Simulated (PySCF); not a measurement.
**GaF at TPSSh**

Computed with TPSSh; Ga cc-pVTZ-PP with ECP10, F cc-pVTZ; scalar-relativistic core potentials (PySCF 2.14).

- state: ¹Σ⁺ (singlet), closed shell
- bond length: 1.792 Å
- harmonic wavenumber: 613 cm⁻¹
- force constant: 3.29 mdyn/Å
- rotational constant Be: 0.3527 cm⁻¹
- anharmonicity ωexe: 2.99 cm⁻¹
- vibration–rotation constant αe: 0.00267 cm⁻¹
- well depth De to Ga + F: 6.00 eV
- dissociation energy D0: 5.96 eV
- HOMO–LUMO gap: 5.58 eV
- bond order (Mayer): 1.04
- dipole moment (positive dipole means Ga(−)F(+)): -2.16 D
